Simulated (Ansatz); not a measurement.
```yaml
crystal:
  periodic: [false, false, false]
  atoms:
    - {symbol: C, position_ang: [-1.076444, 0.968241, 2.485704]}
    - {symbol: C, position_ang: [-1.414739, -0.561740, 2.437429]}
    - {symbol: O, position_ang: [-0.402844, -1.261307, 1.541633]}
    - {symbol: Ti, position_ang: [1.080039, -1.245783, 0.425061]}
    - {symbol: Cl, position_ang: [2.308565, -3.086174, 1.127539]}
    - {symbol: O, position_ang: [1.881842, 0.409508, 0.475465]}
    - {symbol: C, position_ang: [2.173235, 1.605368, -0.098618]}
    - {symbol: C, position_ang: [1.526205, 1.940933, -1.370850]}
    - {symbol: O, position_ang: [0.424319, -1.498513, -1.282118]}
    - {symbol: C, position_ang: [-0.896248, -1.620670, -2.056729]}
    - {symbol: C, position_ang: [-2.092990, -1.253489, -1.600625]}
    - {symbol: H, position_ang: [-0.032646, 1.377838, 2.920891]}
    - {symbol: H, position_ang: [-0.986415, 1.500816, 1.419851]}
    - {symbol: H, position_ang: [-1.591909, 1.392579, 2.979669]}
    - {symbol: H, position_ang: [-1.462847, -1.037179, 3.234159]}
    - {symbol: H, position_ang: [-2.409503, -0.798009, 1.925165]}
    - {symbol: H, position_ang: [3.499681, 1.598261, -0.196231]}
    - {symbol: H, position_ang: [1.966782, 2.270786, 0.832548]}
    - {symbol: H, position_ang: [1.929374, 2.753305, -1.815798]}
    - {symbol: H, position_ang: [0.502456, 1.708776, -1.434056]}
    - {symbol: H, position_ang: [2.091750, 1.031203, -2.069408]}
    - {symbol: H, position_ang: [-0.287426, -0.784017, -2.806973]}
    - {symbol: H, position_ang: [-0.451624, -2.585233, -2.689718]}
    - {symbol: H, position_ang: [-2.183306, -0.394367, -1.072791]}
    - {symbol: H, position_ang: [-2.783474, -1.365845, -2.445546]}
    - {symbol: H, position_ang: [-2.310108, -2.082317, -0.726343]}
basis:
  gaussian: {orbitals: def2-SVP}
magnetization: {spin_polarized: true, initial_magnetization: 0}
hamiltonian: {xc: {name: B97M-V}}
scf: {lower_state_search: full}
relax: {f_tol: 0.0001, max_steps: 3}
```

```sh
$ ansatz run in.yaml --threads 11 --pin off --events-out ev --progress --plain --max-ram 174080MiB --backend cuda --devices 0, --max-vram 75GiB
```

It prints (some lines left out):

```
Functional definition: B97M-V
2822 factors; their error is unknown
mean field evaluation 1: about -48190.5620 eV, gradient 7.6e1 eV
mean field evaluation 2: about -47642.3268 eV, gradient 3.2e2 eV
mean field evaluation 4: about -48165.3078 eV, gradient 1.3e2 eV
mean field evaluation 8: about -48200.8025 eV, gradient 6.7e1 eV
mean field evaluation 16: about -48216.7565 eV, gradient 3.6e-3 eV
mean field -48216.75651923 eV, -1771.9331195904 hartree, gradient 3.1e-5 eV, S^2 0.000000; 5 other end points of the search recorded, 0 dependent functions left out
reference -48216.75664137 eV, -1771.9331240788 hartree; 57, 57 occupied and 193, 193 virtual orbitals, 2822 factors
relax step   1: F+E_penalty+E_count = -48216.75651923 eV  Δ(F+E_penalty+E_count) = +0.000e0 eV  max|allowed force component| = 1.482e1 eV/Å  Δτ_max = 0.0000 Å  (250 SCF iters, accepted)
2822 factors; their error is unknown
mean field -48224.30812149 eV, -1772.2106358548 hartree, gradient 1.3e-5 eV, S^2 0.000000; 0 other end points of the search recorded, 0 dependent functions left out
reference -48224.30824438 eV, -1772.2106403707 hartree; 57, 57 occupied and 193, 193 virtual orbitals, 2822 factors
relax step   2: F+E_penalty+E_count = -48224.30812149 eV  Δ(F+E_penalty+E_count) = -7.552e0 eV  max|allowed force component| = 5.766e0 eV/Å  Δτ_max = 0.1982 Å  (45 SCF iters, accepted)
2822 factors; their error is unknown
mean field -48225.12193406 eV, -1772.2405429151 hartree, gradient 3.0e-5 eV, S^2 0.000000; 0 other end points of the search recorded, 0 dependent functions left out
reference -48225.12205647 eV, -1772.2405474133 hartree; 57, 57 occupied and 193, 193 virtual orbitals, 2822 factors
relax step   3: F+E_penalty+E_count = -48225.12193406 eV  Δ(F+E_penalty+E_count) = -8.138e-1 eV  max|allowed force component| = 2.191e0 eV/Å  Δτ_max = 0.2000 Å  (39 SCF iters, accepted)
Error: geometry relaxation did not converge after 3 steps: max|allowed force component| = 2.19e0 eV/Å (threshold 1.0e-4). Raise `relax.max_steps` over both its present limit and 3, loosen `relax.f_tol`, or start from a geometry closer to equilibrium. Where this run's directory can be resumed (`checkpoint.write`), a resume goes on for up to `relax.max_steps` more
```

Question: What is wrong with this run?

Answer: The relaxation is allowed too few steps for its threshold. The calculation stopped without meeting its thresholds.
